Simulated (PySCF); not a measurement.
Ga(Vi)(OMe)(NH2), C3H8GaNO, SMILES C=[CH][Ga]([NH2])[O]C, PBE0/def2-SVP optimised geometry.

```
14

Ga    -0.53    -0.28     0.00
C      1.41    -0.28     0.00
C      2.09     0.88     0.01
H      1.98    -1.22     0.00
H      3.19     0.90     0.01
H      1.58     1.85     0.01
O     -1.29     1.35     0.00
C     -2.66     1.58     0.01
H     -3.19     1.06     0.83
H     -2.85     2.66     0.16
H     -3.16     1.30    -0.93
N     -1.65    -1.70     0.01
H     -1.34    -2.66     0.02
H     -2.66    -1.62     0.00
```

Density from PBE0/def2-TZVP (PySCF) at that geometry.

Minimum of the electron density along straight lines between bonded atoms, close to the bond critical point (lines longer than 1.1 times the sum of covalent radii, or with two minima, are not listed):

```tsv
bond	length / Å	ρ at the minimum / e bohr⁻³	∇²ρ there / e bohr⁻⁵	position (fraction from the first atom)
Ga1–C2	1.935	0.122	?	0.48
C2–C3	1.339	0.345	-1.04	0.49
C2–H4	1.097	0.274	-0.94	0.64
C3–H5	1.097	0.277	-0.96	0.65
C3–H6	1.096	0.279	-0.98	0.65
Ga1–O7	1.793	0.131	?	0.48
O7–C8	1.390	0.274	?	0.65
C8–H9	1.110	0.272	-0.92	0.64
C8–H10	1.105	0.276	-0.95	0.64
C8–H11	1.109	0.273	-0.92	0.64
Ga1–N12	1.810	0.137	0.58	0.48
N12–H13	1.012	0.334	-1.63	0.74
N12–H14	1.012	0.333	-1.62	0.74
```

Question: Fill in the missing entries.

Answer: 
- Ga1–C2, ∇²ρ there / e bohr⁻⁵: 0.22
- Ga1–O7, ∇²ρ there / e bohr⁻⁵: 0.71
- O7–C8, ∇²ρ there / e bohr⁻⁵: -0.61
